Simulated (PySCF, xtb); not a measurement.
TaOF2, SMILES [O]=[Ta+]([F])[F], charge +1, multiplicity 1.

GFN2-xTB (xtb) at its own geometry gives an orbital gap of 2.09 eV.

Coordinates come from a r2SCAN-D4/def2-TZVP optimisation. The multiplicity is an assumed one; other spin states were not compared. The isomer is the one that the SMILES or the coordinates give; other isomers of the formula were not compared. The def2 effective core potentials stand for the cores of Ta; spin–orbit coupling is left out.

### Question
What does PBE/def2-TZVPD (PySCF) give? (The exact figures need the calculation; the answer reports its results.)

### Answer
gap 3.73 eV (levels -15.02 and -11.29 eV).
